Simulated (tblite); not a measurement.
C5H10F3NSi.
Atom-mapped SMILES: `[CH3:1][CH:2]([CH3:3])[SiH2:4]/[N:5]=[CH:6]\[C:7]([F:8])([F:9])[F:10]` (hydrogens: H11, H12, H13 on C1; H14 on C2; H15, H16, H17 on C3; H18, H19 on Si4; H20 on C6)

Computed with GFN2-xTB (tblite), gas phase: L-BFGS steps from a force-field or distance-geometry start until the largest atomic force falls under 0.01 eV/Å.

Geometry at step 35:
```
atom  x, y, z in Å
C1     -2.6292   -0.7689   -0.4111
C2     -1.5543   -0.1983    0.5175
C3     -1.6371    1.3289    0.5810
Si4     0.1694   -0.8925    0.0454
N5      1.0124    0.5022   -0.5848
C6      2.2083    0.8200   -0.6436
C7      3.3561   -0.0411   -0.0991
F8      3.3746   -0.1113    1.2448
F9      4.5454    0.4283   -0.4822
F10     3.2618   -1.2992   -0.5507
H11    -2.2607   -0.9294   -1.4187
H12    -3.4856   -0.1061   -0.5019
H13    -2.9956   -1.7196   -0.0324
H14    -1.7841   -0.5691    1.5178
H15    -0.8558    1.6968    1.2513
H16    -1.4988    1.7750   -0.4083
H17    -2.6128    1.6518    0.9678
H18     0.7941   -1.5718    1.1837
H19     0.0589   -1.7656   -1.1245
H20     2.5279    1.7807   -1.0551
```

Problem. Give the atomic forces at this geometry.

Solution. 
```tsv
atom	Fx (eV/Å)	Fy (eV/Å)	Fz (eV/Å)
C1	-0.175	-0.056	-0.143
C2	-0.125	-0.015	-0.028
C3	0.084	0.061	-0.008
Si4	-0.052	0.148	-0.064
N5	0.010	-0.093	-0.052
C6	-0.009	0.071	0.345
C7	-0.189	0.096	-0.070
F8	-0.072	0.050	-0.143
F9	0.147	0.035	0.002
F10	0.034	-0.109	0.025
H11	0.068	0.016	-0.076
H12	-0.043	0.121	0.179
H13	0.067	-0.083	-0.042
H14	-0.017	0.035	0.159
H15	-0.162	0.102	-0.152
H16	0.038	-0.127	0.227
H17	0.258	-0.124	-0.088
H18	0.037	0.024	-0.052
H19	0.095	0.018	0.029
H20	0.008	-0.171	-0.049
```

The largest, 0.35 eV/Å, acts on C6; the rms over all components is 0.110 eV/Å. The forces sum to zero within rounding, as they must for an isolated molecule in no field.

Problem. Give the force on C6 in Eh/bohr and in nN.

Solution. 0.352 eV/Å ÷ 51.422 = 0.00685 Eh/bohr, and 0.352 eV/Å × 1.602 = 0.56 nN.

Problem. How far is this geometry from the end of the optimisation?

Solution. 0.205 eV above it, and 0.916 Å rms away after alignment. The bonds farthest from their final lengths, with half the difference of the two atoms' forces along the bond (positive lengthens):

```
  bond  now (Å)  final (Å)  force along bond (eV/Å)
Si4–N5    1.747      1.732                    -0.08
C3–H17    1.098      1.089                    -0.12
 C6–C7    1.535      1.526                    -0.15
C3–H16    1.094      1.089                    -0.15
C3–H15    1.093      1.088                    -0.13
 C1–C2    1.531      1.526                    +0.06
```

The angle farthest from its final value is C3–C2–Si4, 114.8° against 111.9°.

What follows is the cost of the whole relaxation. Time: 3.5 s. Hardware: one thread of an Arm Neoverse N1, on a shared host.
